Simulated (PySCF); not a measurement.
**What builds the third ionisation energy along group 4**

All values are computed (PySCF 2.14, energy differences of UHF-based or UKS calculations, no spin-orbit coupling). Each column adds one step, in eV (sums use unrounded values): valence MP2, valence CCSD, valence triples, then the next inner shell at CCSD(T) (Ti 3s 3p, Zr 4s 4p, Hf 5s 5p). References (NIST) marked * lie between the lowest fine-structure levels; the others compare directly ((s) semi-empirical, (t) theoretical).

| element | UHF | + MP2 | + CCSD | + (T) | + inner shell | sum | reference |
| --- | --- | --- | --- | --- | --- | --- | --- |
| Ti [Ar] 3d2 → [Ar] 3d1 (x2c-TZVPPall with one added diffuse shell each of s, p, d, f type, spin-free X2C) | 26.589 | 0.116 | 0.035 | 0.000 | 0.354 | 27.094 | 27.492 * |
| Zr [Kr] 4d2 → [Kr] 4d1 (x2c-TZVPPall with one added diffuse shell each of s, p, d, f type, spin-free X2C) | 22.392 | 0.096 | 0.031 | 0.000 | 0.361 | 22.880 | 23.170 (s) * |
| Hf [Xe] 4f14 5d2 → [Xe] 4f14 5d1 (x2c-TZVPPall with one added diffuse shell each of s, p, d, f type, spin-free X2C) | 21.455 | 0.082 | 0.028 | 0.000 | 0.290 | 21.855 | 22.55 ± 0.04 (t) * |

What remains against the references is mostly basis incompleteness and, for starred values, spin-orbit coupling.

These are valence bases, so the inner-shell step is incomplete.
